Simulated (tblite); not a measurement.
Compound: C₅H₃F₃OS.
SMILES with atom numbers: `[F:1][C:2]([F:3])([F:4])[O:5][c:6]1[cH:7][cH:8][s:9][cH:10]1` (hydrogens: H11 on C7; H12 on C8; H13 on C10)

Computed with GFN2-xTB (tblite), gas phase: Langevin dynamics at 200 K from the optimised GFN2-xTB geometry, time step 0.5 fs, friction 0.01 fs⁻¹, 2000 steps. The instantaneous temperature is 2·E(kin)/(3Nk) with all 3N coordinates.

| t (fs) | T (K) | E(pot) above start (eV) | F1–C2 (Å) | C2–F3 (Å) | C2–F4 (Å) | C2–O5 (Å) | O5–C6 (Å) | C7–H11 (Å) | F1–C2–O5–C6 (°) |
| --- | --- | --- | --- | --- | --- | --- | --- | --- | --- |
| 0 | 167 | 0.000 | 1.328 | 1.346 | 1.346 | 1.316 | 1.401 | 1.074 | 180 |
| 25 | 83 | 0.200 | 1.325 | 1.340 | 1.390 | 1.305 | 1.393 | 1.078 | 180 |
| 50 | 125 | 0.141 | 1.307 | 1.339 | 1.388 | 1.306 | 1.415 | 1.056 | -179 |
| 75 | 88 | 0.205 | 1.300 | 1.368 | 1.321 | 1.307 | 1.419 | 1.089 | 179 |
| 100 | 178 | 0.113 | 1.322 | 1.376 | 1.342 | 1.304 | 1.407 | 1.055 | 175 |
| 125 | 80 | 0.212 | 1.379 | 1.342 | 1.346 | 1.323 | 1.406 | 1.079 | 180 |
| 150 | 125 | 0.205 | 1.367 | 1.304 | 1.341 | 1.309 | 1.411 | 1.091 | 177 |
| 175 | 190 | 0.162 | 1.335 | 1.346 | 1.336 | 1.295 | 1.414 | 1.050 | 180 |
| 200 | 132 | 0.342 | 1.288 | 1.418 | 1.380 | 1.306 | 1.399 | 1.076 | 180 |
| 225 | 247 | 0.219 | 1.307 | 1.361 | 1.383 | 1.309 | 1.386 | 1.095 | 175 |
| 250 | 175 | 0.234 | 1.344 | 1.315 | 1.336 | 1.316 | 1.426 | 1.023 | 172 |
| 275 | 219 | 0.183 | 1.350 | 1.341 | 1.321 | 1.335 | 1.419 | 1.116 | 170 |
| 300 | 157 | 0.222 | 1.315 | 1.344 | 1.355 | 1.353 | 1.375 | 1.078 | 162 |
| 325 | 156 | 0.276 | 1.281 | 1.358 | 1.343 | 1.331 | 1.380 | 1.061 | 172 |
| 350 | 169 | 0.351 | 1.308 | 1.345 | 1.370 | 1.333 | 1.396 | 1.091 | 172 |
| 375 | 258 | 0.289 | 1.346 | 1.336 | 1.376 | 1.329 | 1.386 | 1.065 | 165 |
| 400 | 251 | 0.288 | 1.366 | 1.342 | 1.326 | 1.327 | 1.391 | 1.059 | 163 |
| 425 | 206 | 0.329 | 1.341 | 1.327 | 1.305 | 1.330 | 1.403 | 1.084 | 164 |
| 450 | 233 | 0.333 | 1.327 | 1.349 | 1.390 | 1.329 | 1.422 | 1.078 | 180 |
| 475 | 234 | 0.317 | 1.298 | 1.362 | 1.356 | 1.331 | 1.402 | 1.053 | -174 |
| 500 | 219 | 0.202 | 1.346 | 1.328 | 1.339 | 1.320 | 1.393 | 1.087 | -165 |
| 525 | 170 | 0.325 | 1.389 | 1.379 | 1.308 | 1.312 | 1.362 | 1.047 | -161 |
| 550 | 183 | 0.283 | 1.348 | 1.347 | 1.308 | 1.313 | 1.407 | 1.088 | -155 |
| 575 | 206 | 0.356 | 1.320 | 1.311 | 1.400 | 1.313 | 1.423 | 1.113 | -154 |
| 600 | 213 | 0.287 | 1.291 | 1.338 | 1.379 | 1.316 | 1.373 | 1.030 | -154 |
| 625 | 226 | 0.249 | 1.330 | 1.380 | 1.337 | 1.328 | 1.405 | 1.103 | -154 |
| 650 | 228 | 0.301 | 1.331 | 1.360 | 1.320 | 1.332 | 1.408 | 1.090 | -148 |
| 675 | 196 | 0.339 | 1.383 | 1.343 | 1.317 | 1.316 | 1.388 | 1.084 | -149 |
| 700 | 213 | 0.309 | 1.369 | 1.347 | 1.370 | 1.295 | 1.424 | 1.083 | -154 |
| 725 | 171 | 0.356 | 1.309 | 1.319 | 1.377 | 1.324 | 1.389 | 1.077 | -152 |
| 750 | 208 | 0.287 | 1.339 | 1.349 | 1.355 | 1.310 | 1.385 | 1.087 | -152 |
| 775 | 145 | 0.291 | 1.301 | 1.358 | 1.351 | 1.311 | 1.405 | 1.084 | -163 |
| 800 | 172 | 0.218 | 1.327 | 1.381 | 1.335 | 1.300 | 1.389 | 1.103 | -157 |
| 825 | 146 | 0.250 | 1.349 | 1.345 | 1.347 | 1.306 | 1.374 | 1.085 | -159 |
| 850 | 173 | 0.240 | 1.355 | 1.310 | 1.335 | 1.330 | 1.434 | 1.062 | -165 |
| 875 | 215 | 0.219 | 1.319 | 1.355 | 1.343 | 1.340 | 1.422 | 1.092 | -162 |
| 900 | 174 | 0.238 | 1.317 | 1.364 | 1.353 | 1.351 | 1.398 | 1.070 | -165 |
| 925 | 166 | 0.224 | 1.300 | 1.338 | 1.337 | 1.340 | 1.397 | 1.070 | -171 |
| 950 | 191 | 0.244 | 1.340 | 1.332 | 1.355 | 1.334 | 1.401 | 1.075 | 180 |
| 975 | 125 | 0.348 | 1.327 | 1.357 | 1.325 | 1.334 | 1.349 | 1.064 | -174 |
| 1000 | 187 | 0.279 | 1.338 | 1.352 | 1.338 | 1.342 | 1.361 | 1.072 | -177 |

Q: From 500 fs on, how do temperature and potential energy compare with equipartition?

A: The mean temperature of these 21 frames is 187 K against the target 200 K, and the mean potential energy 0.28 eV against 33 × kT/2 = 0.28 eV for 33 classical harmonic modes. For 13 atoms in a canonical ensemble the temperature itself scatters by T·√(2/(3N)) = 45 K; here its standard deviation is 28 K. The whole run lasts only 10 friction times of 100 fs, so these averages carry a wide statistical error.

Q: How much do the listed bonds fluctuate from 500 fs on?

A: 
| bond | at the start (Å) | mean (Å) | standard deviation (Å) |
| --- | --- | --- | --- |
| F1–C2 | 1.328 | 1.335 | 0.025 |
| C2–F3 | 1.346 | 1.347 | 0.020 |
| C2–F4 | 1.346 | 1.344 | 0.023 |
| C2–O5 | 1.316 | 1.322 | 0.014 |
| O5–C6 | 1.401 | 1.395 | 0.022 |
| C7–H11 | 1.074 | 1.079 | 0.018 |

The motion is classical and holds no zero-point motion.

The cost below is that of the whole dynamics run. On one thread, Arm Neoverse V1 (aarch64) (shared host), this took 13 s of wall time and 0.18 GiB of memory at its peak.
